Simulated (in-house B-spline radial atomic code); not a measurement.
## Response and correlation of the barium ion Ba⁴⁴⁺

Closed shell [Ne] 3s2. Computed with an all-electron radial atomic-structure program (B-spline basis): Dirac-Hartree-Fock, relativistic RPA (time-dependent Dirac-Hartree-Fock) for the response and second-order many-body perturbation theory for correlation, no-pair Dirac-Coulomb Hamiltonian, finite nucleus.

Command:
```bash
python run_mb.py task.json out
```
Settings (nuclear radius in fm, box in bohr, cutoff in hartree):
```
basis_form          2
Z                   56
core_configuration  [Ne] 3s2
rms_radius          4.8378
mass_number         138
speed_of_light      137.036
box_radius          2.141
lmax                7
intervals           56
virtual_cutoff      78400.0
```

Time taken, with all properties: 0.6 s on 1 thread of AMD EPYC 9R45 (shared host).

```csv
"multipole (bohr³, bohr⁵, bohr⁷)",uncoupled,coupled RPA
dipole,0.01003,0.011748
quadrupole,0.00024067,0.00027541
octupole,1.0185e-05,?
```

Question: What is the coupled octupole polarisability?

Answer: 1.051e-05 atomic units, +3 % against the uncoupled value.

Question: Which subshells carry the dipole polarisability?

Answer: 3s1/2 99.6 %, 2p3/2 0.2 %, 2p1/2 0.1 %.

Question: What does the dipole shielding factor come to?

Answer: The dipole shielding factor is 0.214, against the exact N/Z = 12/56 = 0.214 of the non-relativistic theorem.

Dipole polarisability at imaginary frequency:

| u (Eh) | α(iu) (bohr³) |
| --- | --- |
| 0 | 0.01175 |
| 6.04 | 0.006245 |
| 15.1 | 0.002252 |
| 30.2 | 0.0008879 |
| 45.3 | 0.0005528 |
| 60.4 | 0.0004104 |
| 90.6 | 0.0002774 |
| 121 | 0.0002096 |
| 151 | 0.000167 |
| 211 | 0.0001142 |
| 302 | 7.123e-05 |
| 453 | 3.85e-05 |
| 604 | 2.384e-05 |
| 906 | 1.164e-05 |
| 1510 | 4.524e-06 |
| 3020 | 1.203e-06 |

Question: What dispersion coefficients follow for two such ions (the dispersion part alone)?

Answer: C6 = (3/π)∫α(iu)²du = 0.0006927 hartree·bohr⁶ and C8 = 0.0001241 hartree·bohr⁸.

Lowest J = 1 odd-parity excitations:

```json
{"energy (eV)": "96.045", "oscillator strength": "0.0449", "leading channel": "3s1/2 → p1/2", "weight": "0.975"}
{"energy (eV)": "218.25", "oscillator strength": "0.501", "leading channel": "3s1/2 → p3/2", "weight": "0.974"}
{"energy (eV)": "1673.7", "oscillator strength": "0.216", "leading channel": "3s1/2 → p1/2", "weight": "0.998"}
{"energy (eV)": "1715.9", "oscillator strength": "0.382", "leading channel": "3s1/2 → p3/2", "weight": "0.998"}
{"energy (eV)": "2370.3", "oscillator strength": "0.0606", "leading channel": "3s1/2 → p1/2", "weight": "0.999"}
{"energy (eV)": "2391.2", "oscillator strength": "0.113", "leading channel": "3s1/2 → p3/2", "weight": "0.999"}
{"energy (eV)": "2741", "oscillator strength": "0.0272", "leading channel": "3s1/2 → p1/2", "weight": "0.999"}
{"energy (eV)": "2753.1", "oscillator strength": "0.0518", "leading channel": "3s1/2 → p3/2", "weight": "0.999"}
```

Second-order correlation energy by the highest angular momentum of the excited pair (hartree): s -0.02119, p -0.2425, d -0.2421, f -0.05891, g -0.02169, h -0.008156, i -0.003725, k -0.001929.

Question: What is the second-order correlation energy at the partial-wave limit?

Answer: The listed waves sum to -0.60012 hartree; extrapolating the increments as (l + 1/2)⁻⁴ gives -0.60407 hartree, -1.37 eV per electron.
